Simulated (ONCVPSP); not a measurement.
## Configuration tests for beryllium (Be) (ONCV)

* Element: beryllium
* Generator: ONCVPSP 4.0.1
* Type: optimised norm-conserving Vanderbilt (ONCV)
* Functional: PBEsol
* Relativity: scalar-relativistic
* Frozen core: [He]
* Valence charge: 2
* Reference configuration: 2s2
* Partial waves: 2s: rc 1.40 bohr, ncon 3, nbas 6, qcut 4.5 1/bohr, 1 projector; p scattering state at 0.47 Ha: rc 1.25 bohr, ncon 5, nbas 9, qcut 7.4 1/bohr, local; d scattering state at 0.27 Ha: rc 1.25 bohr, ncon 3, nbas 8, qcut 7.2 1/bohr, 1 projector
* Local potential: the p channel
* Core correction: Teter function fitted to the true core (icmod 2), fcfact 0.2

Energies are relative to the spin-unpolarised reference configuration 2s2; without spin polarisation the order of configurations can differ from experiment.

| valence configuration | charge | ΔE all-electron (eV) | error AE − PS (meV) |
| --- | --- | --- | --- |
| 2s1 | +1 | 9.458 | +11 |
| 2s1.5 | +0.5 | 3.721 | +1.7 |
| 2s1 2p1 | 0 | 3.594 | +0.5 |
| 2s0 2p2 | 0 | 7.212 | +5.5 |
